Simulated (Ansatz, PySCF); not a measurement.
Process, species as SMILES: CCCCCCO → [CH3] (CH3) + [CH2]CCCCO (the C-C bond at the site shown breaks; other sites are not compared here)
Geometries: B3LYP-D3(BJ)/def2-TZVP minima from Ansatz (an electronic-structure program), one conformer each, not searched for the lowest. Frequencies are from Ansatz or PySCF.
Geometry of the first species:
SMILES: C(C)CCCCO
```xyz
21

C      3.8070    -0.0284     0.1089
C      2.4584    -0.7376     0.0279
C      1.2737     0.2249     0.0534
C     -0.0804    -0.4745    -0.0274
C     -1.2626     0.4911     0.0037
C     -2.6062    -0.2167    -0.0872
O     -3.7154     0.6725     0.0000
H      3.9393     0.6608    -0.7287
H      3.8899     0.5535     1.0301
H      4.6351    -0.7391     0.0888
H      2.4142    -1.3380    -0.8867
H      2.3652    -1.4440     0.8592
H      1.3659     0.9328    -0.7781
H      1.3163     0.8260     0.9685
H     -0.1703    -1.1826     0.8037
H     -0.1221    -1.0745    -0.9433
H     -1.2404     1.0833     0.9231
H     -1.1743     1.2004    -0.8285
H     -2.7241    -0.9088     0.7487
H     -2.6565    -0.8093    -1.0105
H     -3.6542     1.3069    -0.7222
```

Wanted: bond dissociation energy (enthalpy at 298 K, with B3LYP-D3(BJ) rigid-rotor harmonic-oscillator terms), in kJ/mol. Cores are frozen in the correlated levels unless marked. Open shells are spin-unrestricted. No spin-orbit coupling. No relativistic terms. Basis-set limits of correlation are two-point, X^-3; Hartree-Fock from the larger set. The bracket is a focal-point correction in the basis named.

| level | program | bond dissociation energy (kJ/mol) |
|---|---|---|
| r2SCAN-D4/def2-TZVPD | Ansatz + dftd4 | 337.0 |
| PBE0/6-31G* | Ansatz | 375.9 |

### Question
What does RI-MP2/CBS(cc-pVTZ,cc-pVQZ)+[CCSD(T)-MP2]/cc-pVTZ (Ansatz) give?

### Answer
376.1 kJ/mol, so PBE0/6-31G* differs from it by -0.2 kJ/mol.
